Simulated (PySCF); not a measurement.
Job for PySCF: R-M06-2X/6-31G* on F2GaHSe (SMILES [F][Ga]([F])[SeH]), a point of a torsion scan.

```python
from pyscf import gto, scf, dft, mp
from pyscf.data.elements import chemcore

mol = gto.M(
    atom='''
    F    -1.47460137    1.55332049    0.06495161
    Ga   -0.61456853    0.01629870    0.12652026
    F    -1.65376445   -1.33001119   -0.32100665
    Se    1.56721709   -0.14033141    0.88460242
    H     2.01781894    0.76657907   -0.15740045
    ''',
    basis='6-31g*',
    cart=True,
    charge=0, spin=0, verbose=3, max_memory=1800)
mf = dft.RKS(mol, xc='m062x')
mf.conv_tol = 1e-8
mf.max_cycle = 100
mf.kernel()
if not mf.converged:
    mf = mf.newton().run(mf.mo_coeff, mf.mo_occ)
```

Output:

```
converged SCF energy = -4526.1768182761
```

The run converged.

Cost: about 18 core-seconds (a rough figure).
